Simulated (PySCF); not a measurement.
**[Pb(NH2)3]+ at several levels of theory**

Computed with PySCF 2.14.0 (density fitting, no spin-orbit coupling) at the geometry relaxed with PBE0:

```xyz
10
[Pb(NH2)3]+ (singlet; a saddle point, relaxed within its symmetry)
Pb    0.0000    0.0000    0.0000
N     2.1309    0.2181    0.0000
H     2.4824   -0.3070    0.8124
H     2.4824   -0.3070   -0.8124
N    -1.2543    1.7363    0.0000
H    -0.9753    2.3033    0.8124
H    -0.9753    2.3033   -0.8124
N    -0.8766   -1.9544    0.0000
H    -1.5070   -1.9963    0.8124
H    -1.5070   -1.9963   -0.8124
```

```csv
level,basis,state,HOMO (eV),gap (eV),charge on Pb1 (e),dipole about the centre of mass (D),largest force component (eV/Å)
PBE0,"Pb def2-SVP with ECP60, N def2-SVP, H def2-SVP",singlet,-12.66,4.68,0.99,0.00,0.01
BLYP,the same,singlet,-11.10,2.42,0.85,0.00,0.83
PBE0,"Pb def2-TZVP with ECP60, N def2-TZVP, H def2-TZVP",singlet,-12.79,4.68,1.11,0.00,0.28
```

Charges are Mulliken's, which hang on the basis. The relaxation used the grid (50, 194), these runs (75, 302) or, all-electron (x2c bases, spin-free X2C Hamiltonian), (99, 590).

Problem. What does r2SCAN with Pb def2-SVP with ECP60, N def2-SVP, H def2-SVP give here?

Solution. state singlet, HOMO (eV) -11.59, gap (eV) 2.88, charge on Pb1 (e) 0.98, dipole about the centre of mass (D) 0.00, largest force component (eV/Å) 0.34. Time: 7.3 s on 2 threads of Arm Neoverse V2, with other jobs on the host, from an already converged density.

In the first row's basis the gap widens with exact exchange: 2.4 to 2.9 eV for BLYP, r2SCAN (none); 4.7 eV for PBE0 (a fixed share).
